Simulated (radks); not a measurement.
Q: Pd+, 45 electrons, occupied as [Kr] 4d9 (the NIST ground configuration). Calculated with a radial shooting solver on a logarithmic mesh with Libxc functionals: Dirac Kohn-Sham, exchange-only B88, spin-unpolarised, spherical densities, point nucleus; open shells fill j = l - 1/2 first. Some entries of the table are withheld. Estimate them.

orbital,occ.,eigenvalue (hartree),<1/r> (bohr^-1),<r> (bohr)
1s1/2,2,-888.1297,48.24,0.03185
2s1/2,2,-129.9595,11.09,0.1380
2p1/2,2,-120.5838,11.07,(1)
2p3/2,4,-114.7227,10.43,(2)
3s1/2,2,-23.73135,3.862,0.3792
3p1/2,2,-20.03129,3.767,0.3713
3p3/2,4,-19.00992,3.611,0.3821
3d3/2,4,-12.45505,(3),0.3557
3d5/2,6,-12.25138,(4),0.3591
4s1/2,2,-3.51153,1.465,0.9449
4p1/2,2,-2.36780,1.341,1.019
4p3/2,4,-2.20324,1.292,1.050
4d3/2,4,-0.50997,0.9341,1.460
4d5/2,5,-0.49245,0.9195,1.483

A: 
(1) 2p1/2 <r> (bohr): 0.1171
(2) 2p3/2 <r> (bohr): 0.1221
(3) 3d3/2 <1/r> (bohr^-1): 3.444
(4) 3d5/2 <1/r> (bohr^-1): 3.404
